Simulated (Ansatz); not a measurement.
BH2O2 (SMILES O[B]O) moved off its minimum; all values from Ansatz (a first-principles code), cores frozen in correlated methods. Open shells are unrestricted.
(charge 0, multiplicity 2)
```xyz
5

O      1.2528     0.1536    -0.3056
B     -0.1385    -0.6154    -0.1169
O     -1.2189    -0.0470     0.5265
H      1.3126     0.9858    -0.0760
H     -1.1266     0.8976     0.6981
```

Give the forces (eV/Å), the total energy and the dipole at CCSD(T)/cc-pVTZ.


```
atom      Fx      Fy      Fz
----  ------  ------  ------
O1    -4.114  -9.603  -1.789
B2     3.153   3.695   0.562
O3     0.931  -0.798  -0.905
H4    -0.106   6.775   2.091
H5     0.135  -0.069   0.041
```
Energy -176.2280 hartree, dipole 2.69 D.
